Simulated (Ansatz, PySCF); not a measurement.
N2 (SMILES N#N) and HBr (SMILES Br) are pulled apart as rigid monomers along the line of their centres of mass, from the B3LYP-D3(BJ)/def2-TZVP minimum. Starting geometry (charge 0, multiplicity 1):
| atom | x (Å) | y (Å) | z (Å) |
|---|---|---|---|
| N | 0.1023 | -0.3345 | 0.1544 |
| N | 0.1042 | -0.3385 | -0.9360 |
| Br | 0.0908 | -0.3017 | 4.0035 |
| H | 0.0963 | -0.3187 | 2.5779 |

Interaction energies with rigid monomers; basis-set methods are counterpoise corrected unless marked otherwise.

Correlated levels freeze the cores. Filled d and f shells under p-block atoms count as core. Rows in 6-31G* carry no dispersion term and start afresh at each structure (6-31G* with six Cartesian d functions); the Pople sets are all-electron and without relativity. MP2/6-31G* freezes PySCF's default core, which leaves 3d correlated.

Programs: Ansatz (a program for electronic structure) with Gaussian orbitals; PySCF for 6-31G* rows, the dispersion terms. 

| N1···H4 (Å) | B3LYP/def2-TZVPPD (kcal/mol) | PBE0-D3(BJ)/def2-TZVPPD (kcal/mol) | MP2/6-31G* (kcal/mol) | MP2/6-31G* (no counterpoise) (kcal/mol) | CCSD(T)/aug-cc-pVTZ (kcal/mol) |
|---|---|---|---|---|---|
| 2.18 | 0.07 | -0.93 | -0.41 | -1.17 | -0.55 |
| 2.42 | -0.42 | -1.21 | -1.02 | (withheld) | -1.01 |
| 2.79 | -0.46 | -1.04 | -0.99 | -1.32 | -0.93 |
| 3.39 | (withheld) | -0.58 | -0.56 | -0.69 | -0.51 |
| 4.36 | -0.10 | -0.20 | -0.22 | -0.23 | -0.19 |

Problem. What belongs in the gaps?

Solution. 
- 2.42, MP2/6-31G* (no counterpoise) (kcal/mol): -1.56
- 3.39, B3LYP/def2-TZVPPD (kcal/mol): -0.25
